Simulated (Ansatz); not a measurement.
Reaction (formal exchange of groups at the Si–Al bond): `[AlH2][SiH]([SiH3])[SiH3]` + `CC(C)CCl` → `C[SiH]([SiH3])[SiH3]` + `C[CH]([AlH2])CCl`

Computed with Ansatz on PBE0-D4/def2-TZVP structures; ΔE is electronic, products minus reactants. CCSD(T)/CBS is the MP2 limit (def2-TZVPP, def2-QZVPP) plus CCSD(T) − MP2 in def2-TZVPP, frozen cores. DFT in def2-TZVPP. One conformer a species, not always the lowest.

| level | ΔE (kJ/mol) |
| --- | --- |
| r2SCAN-D4 | 10.5 |
| MP2/CBS(def2) | 6.4 |

(1) What does CCSD(T)/CBS give? (Estimate.)

Largest T1 diagnostic among the species: 0.014.

## Answers

(1) Ansatz gave: +12.3 kJ/mol. The listed levels differ from it by -1.8, -5.9 kJ/mol.
